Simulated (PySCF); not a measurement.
# How methods differ on the ionisation energy of Fe²⁺

Fe²⁺ [Ar] 3d6 (5D) → Fe³⁺ [Ar] 3d5 (6S), as a difference of total energies. Computed with PySCF 2.14 in dyall-av2z, with the non-relativistic Hamiltonian (point nucleus). Correlated levels: valence: [Ar] frozen; virtual orbitals above 40 to 60 times the deepest correlated orbital energy dropped. The calculations carry no spin-orbit coupling.

```json
{"method": "UHF", "ionisation energy (eV)": "28.483"}
{"method": "PBE0", "ionisation energy (eV)": "31.160"}
{"method": "r2SCAN", "ionisation energy (eV)": "30.966"}
{"method": "r2SCAN0", "ionisation energy (eV)": "30.707"}
{"method": "revPBE", "ionisation energy (eV)": "31.558"}
{"method": "PBEsol", "ionisation energy (eV)": "31.521"}
{"method": "M06", "ionisation energy (eV)": "30.670"}
{"method": "MP2 (valence)", "ionisation energy (eV)": "29.878"}
{"method": "SCS-MP2 (valence)", "ionisation energy (eV)": "30.019"}
```

Problem. Estimate what PBE gives.

Solution. 31.647 eV, closest to revPBE among the rows shown.

Problem. Estimate what LDA gives.

Solution. 31.835 eV, closest to revPBE among the rows shown.

A first-order spin-orbit estimate (lowest level to lowest level, LS coupling) adds 0.054 eV.

These non-relativistic numbers lack the scalar-relativistic shift.

Errors of the correlated levels include the incompleteness of this basis and the frozen core.

For comparison: 30.651 ± 0.012 eV (measured; NIST Atomic Spectra Database, ionization energies).
